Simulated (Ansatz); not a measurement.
Stepwise reaction of `[CH3][Ti]([CH3])([OH])[OH]` with hydrogen chloride, as a gas-phase model of exchange steps in deposition or etching. ΔE in kJ/mol; ΔG adds harmonic PBE0-D4 terms to CCSD(T)/CBS, at 1 bar.

Program: Ansatz. Geometries: PBE0-D4/def2-TZVP. ΔE: electronic, gas phase. CBS: MP2 limit from def2 TZ/QZ plus the TZ coupled-cluster correction, frozen cores. This one scheme is used for every species. DFT in def2-TZVPP. B3LYP here is the variant with VWN-RPA as its local correlation; programs differ in this. For Ti outer-core shells are correlated without core-valence functions, which leaves a few kJ/mol of doubt a bond. Scalar relativity is left out up to krypton. One conformer a species, not always the lowest.

| step | reaction | PBE-D4 | B3LYP-D4 | ωB97M-V | CCSD(T)/CBS | ΔG(600 K) |
| --- | --- | --- | --- | --- | --- | --- |
| 1 | `[CH3][Ti]([CH3])([OH])[OH]` + HCl → `[CH3][Ti]([OH])([OH])[Cl]` + CH₄ | -206.9 | -208.4 | -201.8 | -201.6 | -177.7 |

(1) Give the row of step 2, `[CH3][Ti]([OH])([OH])[Cl]` + HCl → `[OH][Ti]([OH])([Cl])[Cl]` + CH₄. (An estimate is asked.)

(2) By hand: ΔE of the 2 steps together at CCSD(T)/CBS.

Results:

(1) Computed: 
| step | reaction | PBE-D4 | B3LYP-D4 | ωB97M-V | CCSD(T)/CBS | ΔG(600 K) |
| --- | --- | --- | --- | --- | --- | --- |
| 2 | `[CH3][Ti]([OH])([OH])[Cl]` + HCl → `[OH][Ti]([OH])([Cl])[Cl]` + CH₄ | -187.1 | -185.9 | -176.9 | -175.0 | -157.7 |

(2) (-201.6) + (-175.0) = -376.6 kJ/mol, or -188.3 kJ/mol a step.

In ΔE each step is higher than the one before. All are downhill at CCSD(T)/CBS. ΔG lies between -177.7 and -157.7 kJ/mol a step. PBE-D4 differs from CCSD(T)/CBS by -12.1 to -5.3 kJ/mol a step. Only this route is followed, and other bonds may react first. Isolated molecules leave out the surface, adducts and barriers. Largest T1 diagnostic: 0.024.
